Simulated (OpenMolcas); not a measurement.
Pd3+ (d7) among equal point charges was computed by CASSCF with the d shell active (OpenMolcas, ANO-RCC-VDZP on the metal). Its lowest spin-free states, and all those of the highest spin:

```json
{"2S+1": "4", "Degeneracy": "2", "E (cm-1)": "0.0"}
{"2S+1": "4", "Degeneracy": "1", "E (cm-1)": "2108"}
{"2S+1": "4", "Degeneracy": "2", "E (cm-1)": "8359"}
{"2S+1": "2", "Degeneracy": "1", "E (cm-1)": "8462"}
{"2S+1": "4", "Degeneracy": "1", "E (cm-1)": "10479"}
{"2S+1": "2", "Degeneracy": "1", "E (cm-1)": "13734"}
{"2S+1": "2", "Degeneracy": "1", "E (cm-1)": "15907"}
{"2S+1": "2", "Degeneracy": "2", "E (cm-1)": "16551"}
{"2S+1": "4", "Degeneracy": "1", "E (cm-1)": "18293"}
{"2S+1": "4", "Degeneracy": "1", "E (cm-1)": "19176"}
{"2S+1": "2", "Degeneracy": "2", "E (cm-1)": "19380"}
{"2S+1": "2", "Degeneracy": "1", "E (cm-1)": "19990"}
{"2S+1": "4", "Degeneracy": "2", "E (cm-1)": "25722"}
```

Question: Is the site octahedral, tetrahedral or cube-like, axial, or of lower symmetry?

Answer: The states with 2S+1 = 4 have orbital degeneracies 2, 1, 2, 1, 1, 1, 2. There are pairs but no triples, so the site is axial: not cubic, but with a proper or improper axis of order three or more. The run had Pd3+ among 6 point charges of -1.7 e arranged as a tetragonal octahedron (D4h), 1.92 Å from the ion, with the axial distance 1.747 Å. The active orbitals were held to one l.

An orbital doublet at a regular site is open to a Jahn-Teller distortion, which this geometry leaves out. Without dynamic correlation the repulsion within the d shell is too large (B by tens of per cent), so at a given field states of lower spin stand too high. This shell can be high or low spin here, a state of another spin lies low, and with metal d orbitals alone active their balance is uncertain, so the ground spin may be wrong. Point charges give a weaker field than real ligands, and real ions of this kind are as a rule low spin; the high spin found here belongs to the model. This is an electrostatic model: the charges have no orbitals. No measured value stands beside these numbers.
